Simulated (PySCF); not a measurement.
C₅H₄O₂, SMILES C=C1OC=CC1=O.

Coordinates come from a B3LYP-D3(BJ)/def2-SVP optimisation.

The numbers are results of B3LYP-D3(BJ)/def2-SVP run with PySCF, not measurements.

No scaling factor is applied to the harmonic values.

Computed harmonic wavenumbers and intensities:
```json
[
 {"mode": "1", "ν (cm⁻¹)": "166", "IR (km/mol)": "6.2", "Raman (Å⁴/amu)": "0.5", "depolarisation": "0.75", "moving atoms (share of kinetic energy)": "C 45 %, O 41 %, H 14 %"},
 {"mode": "2", "ν (cm⁻¹)": "285", "IR (km/mol)": "5.3", "Raman (Å⁴/amu)": "5.9", "depolarisation": "0.63", "moving atoms (share of kinetic energy)": "C 39 %, O 34 %, H 27 %"},
 {"mode": "3", "ν (cm⁻¹)": "322", "IR (km/mol)": "1.1", "Raman (Å⁴/amu)": "2.6", "depolarisation": "0.75", "moving atoms (share of kinetic energy)": "C 65 %, H 20 %, O 15 %"},
 {"mode": "4", "ν (cm⁻¹)": "508", "IR (km/mol)": "5.5", "Raman (Å⁴/amu)": "0.1", "depolarisation": "0.73", "moving atoms (share of kinetic energy)": "C 45 %, O 35 %, H 21 %"},
 {"mode": "5", "ν (cm⁻¹)": "520", "IR (km/mol)": "6.5", "Raman (Å⁴/amu)": "1.9", "depolarisation": "0.75", "moving atoms (share of kinetic energy)": "C 47 %, H 33 %, O 20 %"},
 {"mode": "6", "ν (cm⁻¹)": "632", "IR (km/mol)": "7.4", "Raman (Å⁴/amu)": "7.3", "depolarisation": "0.75", "moving atoms (share of kinetic energy)": "O 48 %, C 47 %"},
 {"mode": "7", "ν (cm⁻¹)": "746", "IR (km/mol)": "0.4", "Raman (Å⁴/amu)": "4.8", "depolarisation": "0.75", "moving atoms (share of kinetic energy)": "H 58 %, C 37 %"},
 {"mode": "8", "ν (cm⁻¹)": "763", "IR (km/mol)": "3.9", "Raman (Å⁴/amu)": "4.0", "depolarisation": "0.75", "moving atoms (share of kinetic energy)": "H 72 %, C 21 %"},
 {"mode": "9", "ν (cm⁻¹)": "773", "IR (km/mol)": "1.9", "Raman (Å⁴/amu)": "17.1", "depolarisation": "0.21", "moving atoms (share of kinetic energy)": "C 61 %, H 20 %, O 19 %"},
 {"mode": "10", "ν (cm⁻¹)": "836", "IR (km/mol)": "22.4", "Raman (Å⁴/amu)": "2.7", "depolarisation": "0.31", "moving atoms (share of kinetic energy)": "C 71 %, O 19 %, H 10 %"},
 {"mode": "11", "ν (cm⁻¹)": "839", "IR (km/mol)": "50.1", "Raman (Å⁴/amu)": "1.3", "depolarisation": "0.75", "moving atoms (share of kinetic energy)": "C 59 %, H 38 %"},
 {"mode": "12", "ν (cm⁻¹)": "907", "IR (km/mol)": "15.3", "Raman (Å⁴/amu)": "3.9", "depolarisation": "0.56", "moving atoms (share of kinetic energy)": "H 44 %, O 29 %, C 27 %"},
 {"mode": "13", "ν (cm⁻¹)": "934", "IR (km/mol)": "29.4", "Raman (Å⁴/amu)": "3.3", "depolarisation": "0.75", "moving atoms (share of kinetic energy)": "H 69 %, C 31 %"},
 {"mode": "14", "ν (cm⁻¹)": "958", "IR (km/mol)": "0.0", "Raman (Å⁴/amu)": "0.7", "depolarisation": "0.75", "moving atoms (share of kinetic energy)": "H 69 %, C 30 %"},
 {"mode": "15", "ν (cm⁻¹)": "1056", "IR (km/mol)": "40.3", "Raman (Å⁴/amu)": "14.3", "depolarisation": "0.24", "moving atoms (share of kinetic energy)": "H 46 %, C 28 %, O 26 %"},
 {"mode": "16", "ν (cm⁻¹)": "1094", "IR (km/mol)": "11.4", "Raman (Å⁴/amu)": "3.3", "depolarisation": "0.35", "moving atoms (share of kinetic energy)": "C 58 %, H 35 %"},
 {"mode": "17", "ν (cm⁻¹)": "1197", "IR (km/mol)": "93.5", "Raman (Å⁴/amu)": "6.9", "depolarisation": "0.71", "moving atoms (share of kinetic energy)": "H 51 %, C 25 %, O 24 %"},
 {"mode": "18", "ν (cm⁻¹)": "1283", "IR (km/mol)": "193.6", "Raman (Å⁴/amu)": "7.2", "depolarisation": "0.46", "moving atoms (share of kinetic energy)": "C 77 %, O 13 %, H 10 %"},
 {"mode": "19", "ν (cm⁻¹)": "1363", "IR (km/mol)": "8.1", "Raman (Å⁴/amu)": "11.9", "depolarisation": "0.19", "moving atoms (share of kinetic energy)": "H 51 %, C 44 %"},
 {"mode": "20", "ν (cm⁻¹)": "1390", "IR (km/mol)": "38.6", "Raman (Å⁴/amu)": "12.2", "depolarisation": "0.71", "moving atoms (share of kinetic energy)": "H 77 %, C 23 %"},
 {"mode": "21", "ν (cm⁻¹)": "1627", "IR (km/mol)": "109.8", "Raman (Å⁴/amu)": "32.0", "depolarisation": "0.11", "moving atoms (share of kinetic energy)": "C 87 %, H 11 %"},
 {"mode": "22", "ν (cm⁻¹)": "1741", "IR (km/mol)": "48.2", "Raman (Å⁴/amu)": "67.4", "depolarisation": "0.19", "moving atoms (share of kinetic energy)": "C 91 %"},
 {"mode": "23", "ν (cm⁻¹)": "1824", "IR (km/mol)": "204.9", "Raman (Å⁴/amu)": "22.5", "depolarisation": "0.50", "moving atoms (share of kinetic energy)": "C 68 %, O 31 %"},
 {"mode": "24", "ν (cm⁻¹)": "3165", "IR (km/mol)": "0.8", "Raman (Å⁴/amu)": "103.4", "depolarisation": "0.11", "moving atoms (share of kinetic energy)": "H 95 %"},
 {"mode": "25", "ν (cm⁻¹)": "3241", "IR (km/mol)": "1.6", "Raman (Å⁴/amu)": "110.2", "depolarisation": "0.52", "moving atoms (share of kinetic energy)": "H 91 %, C 9 %"},
 {"mode": "26", "ν (cm⁻¹)": "3274", "IR (km/mol)": "1.0", "Raman (Å⁴/amu)": "134.8", "depolarisation": "0.18", "moving atoms (share of kinetic energy)": "H 90 %, C 10 %"},
 {"mode": "27", "ν (cm⁻¹)": "3277", "IR (km/mol)": "0.7", "Raman (Å⁴/amu)": "66.1", "depolarisation": "0.75", "moving atoms (share of kinetic energy)": "H 89 %, C 11 %"}
]
```
